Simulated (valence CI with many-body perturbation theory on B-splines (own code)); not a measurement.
K4+: key properties

Calculated by valence CI with perturbative core correlation (CI+MBPT): five valence electrons over a frozen Dirac-Fock core [Ne], radial functions for each j: 9 s, 9 p, 8 d, 6 f, 3 g, 1 h, with the one-electron correlation potential Σ1, the two-electron term Σ2, the three-electron term Σ3, Breit, model QED; selected CI, second order for the rest, scaled by the run's own slope (own B-spline code, finite nucleus).

Set against measurement, 25 paired levels are off by 352 cm⁻¹ on average, the worst by 1172. These come from a selection out of Sansonetti, J. Phys. Chem. Ref. Data 37, 7 (2008). Levels without a partner in it may be off by more. Among the levels kept, up to 980 cm⁻¹ of a level comes from second order outside the variational space, and about a tenth of that is noise between levels of different J, which matters for small intervals. 5 measured levels below the end of the list, from 206720 cm⁻¹ on, found no clear computed partner, and computed levels of the same name lie up to 6860 cm⁻¹ from them.

Rates and lifetimes use the calculated energies. Strong lines usually hold to 10 to 20 %, long lifetimes can be off by a factor of two.

(1) What is the ground level?

(2) Where does the other parity begin?

(3) Among levels below 317460 cm⁻¹, which E1 lines absorb most strongly from the ground level?

(4) What is the ionisation energy?

(5) Name the longest-lived excited levels whose lifetime is computed, and their main decay.

Answers

(1) 3s2 3p3 4S°_3/2, composition 95 % 3s2 3p3 4S° + 3 % 3s 3p3 3d 4S°, g = 2.001.

(2) At 3s 3p4 4P_5/2, 136550 cm⁻¹.

(3) to 3s2 3p2 3d 4P_5/2 at 38.39 nm, f = 1.33; to 3s2 3p2 3d 4P_3/2 at 38.26 nm, f = 0.873; to 3s2 3p2 3d 4P_1/2 at 38.19 nm, f = 0.371.

(4) 81.8 eV; NIST lists 82.66 ± 0.16 eV (semi-empirical).

(5) 3s2 3p3 2D°_5/2 at 24445 cm⁻¹ lives 197 s, mostly by E2 to 3s2 3p3 4S°_3/2; 3s2 3p3 2D°_3/2 at 24210 cm⁻¹ lives 11.1 s, mostly by M1 to 3s2 3p3 4S°_3/2; 3s2 3p3 2P°_1/2 at 40038 cm⁻¹ lives 276 ms, mostly by M1 to 3s2 3p3 4S°_3/2.
